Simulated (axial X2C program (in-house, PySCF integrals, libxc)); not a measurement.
**How the levels of EuCl (f6 s2 orbitals) move with the bond length**

Calculated with an axial X2C code built on PySCF integrals: two-component X2C with atomic mean-field Coulomb and Gaunt terms, basis Eu dyall-v3z, Cl dyall-av3z (cores contracted in-house). Orbitals come from Hartree–Fock averaged over the configuration Eu f6 s2; CI then distributes these electrons over the f, s shells of Eu.

At R = 2.495 Å:

```csv
Ω,energy (cm⁻¹),g∥,μ (D),configuration
0,0,0.00,-2.97,100% f6 s2
1,204,3.92,-2.98,100% f6 s2
2,778,7.39,-2.98,100% f6 s2
0,992,0.00,-2.96,100% f6 s2
1,1337,3.58,-2.96,100% f6 s2
0,1627,0.00,-2.96,100% f6 s2
3,1709,10.51,-2.98,100% f6 s2
2,2031,6.51,-2.96,100% f6 s2
1,2210,3.05,-2.96,100% f6 s2
0,2330,0.00,-2.96,100% f6 s2
3,2989,9.33,-2.97,100% f6 s2
4,3036,13.03,-2.96,100% f6 s2
2,3064,6.13,-2.97,100% f6 s2
0,3114,0.00,-2.96,100% f6 s2
```

g∥ is the magnitude of 2⟨Lz + ge Sz⟩ for the +Ω component. μ is positive if the Cl end is positive. The lowest 14 levels at most are listed.

At R = 2.408 Å:

```tsv
Ω	energy (cm⁻¹)	g∥	μ (D)	configuration
0	0	0.00	-2.50	100% f6 s2
1	202	3.92	-2.50	100% f6 s2
2	772	7.42	-2.51	100% f6 s2
0	1015	0.00	-2.48	100% f6 s2
1	1360	3.57	-2.48	100% f6 s2
0	1641	0.00	-2.49	100% f6 s2
3	1701	10.58	-2.51	100% f6 s2
2	2047	6.49	-2.49	100% f6 s2
1	2224	3.05	-2.49	100% f6 s2
0	2347	0.00	-2.48	100% f6 s2
3	2989	9.31	-2.50	100% f6 s2
4	3054	13.04	-2.49	100% f6 s2
2	3071	6.18	-2.49	100% f6 s2
0	3127	0.00	-2.49	100% f6 s2
```

The lowest level lies 418 cm⁻¹ above the lowest at the first distance.

**Question.** How does the gap from the lowest to the fifth level change between the two distances?

**Answer.** From 1337 to 1360 cm⁻¹, a factor of 1.02.

Dynamic correlation is missing, so gaps between terms are too wide and other configurations may lie lower; the lowest level listed is that of this model, not necessarily the ground state. At most 4 roots were kept for each Ω > 0 (twice that for Ω = 0) within 2.2 eV of the lowest, so higher up levels can be missing between those listed; levels with Ω > 0 are doubly degenerate and listed once, Ω = 0 levels singly.
